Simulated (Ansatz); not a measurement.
SrO₂⁻, relaxed as a doublet with UKS PBE0-D4/def2-TZVPD in Ansatz, starting from the GFN1-xTB geometry. Force threshold 0.02 eV/Å.

In the def2 sets Sr takes a core potential; there is no spin–orbit coupling. The relaxation made no stability test and no search for a lower SCF solution. Another isomer (doublet) lies 0.04 eV lower at PBE0-D4/def2-TZVPD; other spin states weren't run for this one.

Start:

```xyz
3

Sr    0.188   -0.418   -0.214
O     1.631    0.607    0.845
O    -1.819   -0.189   -0.631
```

| step | energy (eV) | largest force component (eV/Å) | SCF passes |
| --- | --- | --- | --- |
| 1 | -4925.7185 | 0.511 | 22 |
| 2 | -4925.8190 | 0.237 | 33 |
| 3 | -4925.8781 | 0.097 | 39 |
| 4 | -4925.8905 | 0.096 | 31 |
| 5 | -4925.8928 | 0.006 | 26 |

Force components are those of the run's own axes.

End:

```xyz
3

Sr    0.005   -0.011   -0.005
O     1.895    0.443    0.814
O    -1.900   -0.432   -0.809
```

By distances, no bond broke or formed. The bond that changes most is Sr1–O2, from 2.06 to 2.11 Å (atoms count from 1).

No frequencies were taken in this run, so the end may be a saddle point.

Hardware: 4 threads of Arm Neoverse V2 on a shared host. Wall time 4.9 s.
